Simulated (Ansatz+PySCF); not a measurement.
Values are calculated unless marked as measured or tabulated.
## Ansatz (development build ahead of 0.2.0) run

```yaml
crystal:
  periodic: [false, false, false]
  atoms:
    - { symbol: Be, position_ang: [0.0, 0.0, 0.0] }
    - { symbol: "N", position_ang: [0.54342, 0.72455, 1.56871] }
basis:
  gaussian: { orbitals: STO-3G }
total_charge: -1
magnetization:
  initial_magnetization: 2
hamiltonian:
  xc: hf
correlation:
  method: fci
  frozen_orbitals: { Be: 0, "N": 1 }
```

The input is written out in the form of the current development build from the run's settings.

The run gave:

```yaml
Converged: yes
Total_energy: -67.99290 hartree
State: lowest triplet root, of any spatial symmetry
```

Caution: no diffuse functions for an anion.
